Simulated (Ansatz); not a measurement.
Calculated with Ansatz (gas phase, PBE0-D4/def2-TZVP geometries, no zero-point term in ΔE). CCSD(T)/CBS is the MP2 limit (def2-TZVPP, def2-QZVPP) plus CCSD(T) − MP2 in def2-TZVPP, frozen cores. This one scheme is used for every species. Functionals use def2-TZVPP. B3LYP here is the variant with VWN-RPA as its local correlation; programs differ in this. For Ge outer-core shells are correlated without core-valence functions, which leaves a few kJ/mol of doubt a bond. Scalar relativity is left out up to krypton. Each species was taken in one conformer, which may not be the lowest.

Reaction (cleavage of the Si–Ge bond): `O[SiH2][SiH2][GeH3]` + H–F → `O[SiH2][SiH2]F` + GeH₄

```tsv
level	ΔE (kJ/mol)	difference from CCSD(T)/CBS
PBE-D4	-76.2	14.3
r2SCAN-D4	-93.4	-2.9
ωB97X-V	-99.4	-8.9
PBE	-82.7	7.8
PBE0	-85.2	5.3
B3LYP	-107.8	-17.3
MP2/def2-TZVPP	-92.3	-1.8
MP2/def2-QZVPP	-92.9	-2.4
SCS-MP2/def2-QZVPP	-103.4	-12.9
HF/CBS(def2)	-133.0	-42.5
CCSD(T)/CBS	-90.5	0
```

Largest T1 diagnostic among the species: 0.012.

The D4 term adds +10.5 kJ/mol with B3LYP and +6.0 kJ/mol with PBE0; it sums over pairs of atoms, weighted by their polarisabilities, and B3LYP, whose exchange is more repulsive, gets the larger term. In def2-TZVPP, CCSD(T) changes the Hartree–Fock value by +37.4 kJ/mol (the triples alone add +4.9 kJ/mol) and MP2 by +36.7 kJ/mol.
